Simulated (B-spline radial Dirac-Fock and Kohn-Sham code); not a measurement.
**Relativistic shifts of the levels of Eu⁹⁺**

System: Eu⁹⁺, configuration [Kr] 4d10 4f5 5s2 5p1.

Both columns are ΔSCF binding energies of the configuration average from an atomic code on a B-spline grid: non-relativistic Hartree-Fock with a point nucleus, and Dirac-Fock with a finite nucleus and the Coulomb interaction alone, averaged over the two j levels with weights 2j+1.

| shell | Hartree-Fock (eV) | Dirac-Fock (eV) | shift (eV) | shift (%) |
| --- | --- | --- | --- | --- |
| 1s | 46090.7 | 48881.8 | +2791.04 | +6.06 |
| 2s | 7524.0 | 8240.2 | +716.13 | +9.52 |
| 2p | 7140.8 | 7367.6 | +226.76 | +3.18 |
| 3s | 1802.0 | 1969.3 | +167.33 | +9.29 |
| 3p | 1631.4 | 1690.0 | +58.59 | +3.59 |
| 3d | 1317.4 | 1303.8 | -13.56 | -1.03 |
| 4s | 487.7 | 527.4 | +39.76 | +8.15 |
| 4p | 419.0 | 432.0 | +13.00 | +3.10 |
| 4d | 296.8 | 293.7 | -3.07 | -1.04 |
| 4f | 154.9 | 150.3 | -4.57 | -2.95 |
| 5s | 165.3 | 173.9 | +8.62 | +5.21 |
| 5p | 146.8 | 149.4 | +2.62 | +1.79 |

Relativity binds 1s, 2s, 2p, 3s, 3p, 4s, 4p, 5s, 5p more strongly, among those listed most of all 2s in relative terms, and 3d, 4d, 4f more weakly, because the contracted s and p shells screen the nucleus better.

Values without a named source are computed, but for edge energies of neutral atoms, which are taken from tables.
